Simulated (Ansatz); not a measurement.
`BC(=O)O` + H₂Te → `O=C(O)[TeH]` + BH₃ at 500 K and 1 bar (substitution at a C–B bond).

Gas-phase electronic energies from Ansatz, PBE0-D4/def2-TZVP geometries. CBS: MP2 limit from def2 TZ/QZ plus the TZ coupled-cluster correction, frozen cores. This one scheme is used for every species. def2 core potentials past Kr. For Te outer-core shells are correlated without core-valence functions, which leaves a few kJ/mol of doubt a bond. One conformer a species, not always the lowest.

| species | CCSD(T)/CBS energy (Eh) | H − E (kJ/mol) | S (J/(mol·K)) |
| --- | --- | --- | --- |
| `BC(=O)O` | -214.97533 | 148.3 | 327.9 |
| H₂Te | -268.91024 | 48.9 | 247.6 |
| `O=C(O)[TeH]` | -457.32249 | 112.7 | 353.6 |
| BH₃ | -26.55200 | 86.8 | 208.8 |

H − E and S are ideal-gas, rigid-rotor, harmonic terms from PBE0-D4/def2-TZVP, for one conformer and one mirror image of each species. 1 Eh = 2625.50 kJ/mol, R = 8.31446 J/(mol·K).

Problem. By hand: ΔE, ΔH, ΔS and ΔG.

Solution. ΔE = (-457.32249) + (-26.55200) − (-214.97533) − (-268.91024) = 0.01108 Eh = 29.1 kJ/mol. Δ(H − E) = 112.7 + 86.8 − 148.3 − 48.9 = 2.3, so ΔH = 31.4 kJ/mol. ΔS = 353.6 + 208.8 − 327.9 − 247.6 = -13.1 J/(mol·K). ΔG = 31.4 − 500 × (-13.1)/1000 = 37.9 kJ/mol.

Problem. By hand: the equilibrium constant, and the temperature at which ΔG would vanish if ΔH and ΔS stayed fixed.

Solution. log₁₀ K = −ΔG/(RT ln 10) = -4.0. ΔH and −TΔS have one sign here, so there is no such temperature.

The number of gas molecules stays the same, so ΔS is small and ΔH decides. A doubt of 5 kJ/mol in ΔE shifts log₁₀ K by 0.5 here. Other conformers and mirror images would add mixing entropy, several J/(mol·K) or more a flexible species. These are equilibria of isolated gas molecules and say nothing of rates. Largest T1 diagnostic: 0.019 (customary marks: 0.02 for closed shells, 0.045 for open ones).
